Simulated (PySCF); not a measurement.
## From a computed spectrum to the compound

A species of 5 atoms with charge -1 has these harmonic modes (PBE0, small Gaussian bases with core potentials, PySCF 2.14.0):

```
cm⁻¹  km/mol  symmetry
 106     0.0         e
 106     0.0         e
 114    36.9        t2
 114    36.9        t2
 114    36.9        t2
 496   151.7        t2
 496   151.7        t2
 496   151.7        t2
 516     0.0        a1
```

(1) Which species is it, and in which structure?

Answers

(1) [PmF4]− (singlet in the valence; each metal's 4f electrons, 4 of them, lie in its core potential, out of spins and levels):
```xyz
5

Pm    0.0000    0.0000    0.0000
F     1.2308    1.2308    1.2308
F    -1.2308   -1.2308    1.2308
F     1.2308   -1.2308   -1.2308
F    -1.2308    1.2308   -1.2308
```
Ideal gas at 298.15 K and 1 bar: S = 364.2 J/(mol K), Cp = 94.7 J/(mol K), H − H(0 K) = 21.6 kJ/mol (rigid rotor, harmonic modes, spin degeneracy alone, that of the 4f electrons in the core included). An lcecp potential fixes the number of 4f electrons, so in runs with it no electron can move into or out of that shell.
 The answer isn't unique; the calculation gave this one.
